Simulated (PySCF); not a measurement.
Compound: C5H16BN.
Cartesian coordinates in Å at the PBE0-D3(BJ)/def2-SVP level; atoms count from 1:
```
atom  x, y, z in Å
C1     1.574    1.626    0.623
C2     1.135    0.728   -0.525
C3     0.219   -0.460   -0.167
C4    -0.077   -1.217   -1.466
C5     0.943   -1.412    0.787
B6    -1.170   -0.011    0.559
N7    -1.916    1.092   -0.388
H8     2.180    1.073    1.357
H9     0.716    2.040    1.175
H10    2.187    2.466    0.260
H11    0.639    1.351   -1.298
H12    2.036    0.340   -1.038
H13   -0.583   -0.582   -2.219
H14   -0.726   -2.088   -1.281
H15    0.847   -1.580   -1.951
H16    0.326   -2.301    0.990
H17    1.904   -1.762    0.366
H18    1.152   -0.939    1.758
H19   -1.024    0.558    1.637
H20   -1.972   -0.938    0.646
H21   -2.818    1.356    0.006
H22   -2.076    0.720   -1.326
H23   -1.351    1.937   -0.484
```

Level: CAM-B3LYP/def2-SVPD in PySCF, non-relativistic, on one gas-phase PBE0-D3(BJ)/def2-SVP geometry that isn't relaxed in the solvent. The solvent is an IEF-PCM continuum (cavity from Bondi-type radii × 1.2). Only the electrostatic response of the medium enters.

Gas phase at CAM-B3LYP/def2-SVPD: HOMO -8.37 eV, LUMO 0.41 eV, dipole 4.82 D.

Q: What does the continuum do to the energy, the frontier levels and the dipole at CAM-B3LYP/def2-SVPD in chloroform?

A: 
| solvent | ε | E(solvent) − E(gas) (kcal/mol) | polarisation term (kcal/mol) | distortion of the solute (kcal/mol) | HOMO (eV) | LUMO (eV) | dipole (D) |
| --- | --- | --- | --- | --- | --- | --- | --- |
| chloroform | 4.711 | -7.96 | -9.23 | 1.27 | -8.37 | 1.00 | 5.99 |

The first energy column is the sum of the next two and covers electrostatics alone.

Q: Which radius a makes the point-dipole formula ΔE = −[(ε − 1)/(2ε + 1)]·μ²/a³ give the value in chloroform, with the gas-phase dipole?

A: μ = 1.895 au and |ΔE| = 0.01268 Eh give a = 2.46 Å; the farthest nucleus lies 3.19 Å from the centroid of the nuclei, so such a sphere wouldn't even hold the nuclei. The formula assumes a rigid point dipole at the centre of a sphere.

Q: Give the dipole vector in the frame of the coordinates (D, pointing from negative to positive charge), gas and chloroform.

A: Gas (-2.46, 3.26, -2.55), solvent (-2.89, 4.08, -3.30). Its length changes by +24 % and its direction by 2°.

Q: How does the static polarisability (CAM-B3LYP/def2-SVPD, frozen core, with the continuum's full static response) change?

A: 
```csv
medium,isotropic (au),principal values (au),⟨r²⟩ of the electrons (bohr²)
gas,90.0,"86.2, 91.0, 92.8",948.4
chloroform,112.4,"109.9, 112.5, 114.9",948.4
```

The isotropic value in chloroform is 1.25 times the gas-phase one; no cavity-field correction is applied. ⟨r²⟩ is taken about the centre of nuclear charge.
